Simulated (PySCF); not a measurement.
## Polarisability and C₆ of Co²⁺ (cobalt, charge +2)

[Ar] 3d7, high-spin 4F determinant. All numbers are calculated (PySCF 2.14, scalar relativity by spin-free X2C-1e, in aug-cc-pwCVTZ-DK). Coupled (time-dependent) response in atomic units; α is the mean over directions.

| method | mean α (bohr³) | C₆ (like pair) | S(−4) |
| --- | --- | --- | --- |
| wB97M-V | 3.518 | 10.06 | 7.090 |

S(−4) is the Cauchy moment in α(ω) = α(0) + S(−4) ω² + …

α(iu) at wB97M-V:

```json
{"u (hartree)": "0", "α(iu) (bohr³)": "3.518"}
{"u (hartree)": "0.0500", "α(iu) (bohr³)": "3.500"}
{"u (hartree)": "0.100", "α(iu) (bohr³)": "3.449"}
{"u (hartree)": "0.200", "α(iu) (bohr³)": "3.272"}
{"u (hartree)": "0.300", "α(iu) (bohr³)": "3.041"}
{"u (hartree)": "0.500", "α(iu) (bohr³)": "2.580"}
{"u (hartree)": "0.750", "α(iu) (bohr³)": "2.125"}
{"u (hartree)": "1.00", "α(iu) (bohr³)": "1.786"}
{"u (hartree)": "1.50", "α(iu) (bohr³)": "1.318"}
{"u (hartree)": "2.00", "α(iu) (bohr³)": "1.014"}
{"u (hartree)": "3.00", "α(iu) (bohr³)": "0.6558"}
{"u (hartree)": "5.00", "α(iu) (bohr³)": "0.3401"}
```

For an ion, C₆ is the dispersion term alone; charge-induced terms of lower order in 1/R come first.
